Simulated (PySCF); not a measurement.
CH₅Ge, SMILES [CH2][GeH3], multiplicity 2.

Geometry: PBE0-D3(BJ)/def2-TZVP. The isomer is the one that the SMILES or the coordinates give; other isomers of the formula were not compared.

Calculation: TDA-LC-ωPBE/def2-SVPD run with PySCF 2.14.0.

Vertical excitations. The molecule is in vacuum.

| state | energy (eV) | λ (nm) | f | main pairs |
|---|---|---|---|---|
| root 1 | 5.00 | 248 | 0.003 | β HOMO−1→LUMO 92 % |
| root 2 | 6.33 | 196 | 0.001 | β HOMO→LUMO 53 %, β HOMO−3→LUMO 41 % |
| root 3 | 6.59 | 188 | 0.011 | α HOMO→LUMO+1 53 %, α HOMO→LUMO 40 % |
| root 4 | 7.06 | 176 | 0.023 | α HOMO→LUMO+3 5 %, β HOMO−2→LUMO 76 % |
| root 5 | 7.34 | 169 | 0.020 | α HOMO→LUMO 40 %, α HOMO→LUMO+1 26 %, β HOMO−2→LUMO 9 % |
| root 6 | 7.55 | 164 | 0.002 | α HOMO→LUMO+2 74 % |
| root 7 | 7.64 | 162 | 0.006 | α HOMO→LUMO+2 6 %, β HOMO−3→LUMO 45 %, β HOMO→LUMO 37 % |
| root 8 | 8.01 | 155 | 0.037 | α HOMO→LUMO+3 79 %, β HOMO−2→LUMO 7 % |
| root 9 | 8.32 | 149 | 0.003 | α HOMO→LUMO+4 37 %, β HOMO−2→LUMO+1 8 % |
| root 10 | 8.34 | 149 | 0.001 | α HOMO−1→LUMO 21 %, α HOMO→LUMO+4 11 %, α HOMO−1→LUMO+4 6 %, β HOMO→LUMO+1 21 %, β HOMO→LUMO+5 6 % |
Unrestricted roots are not spin-pure.
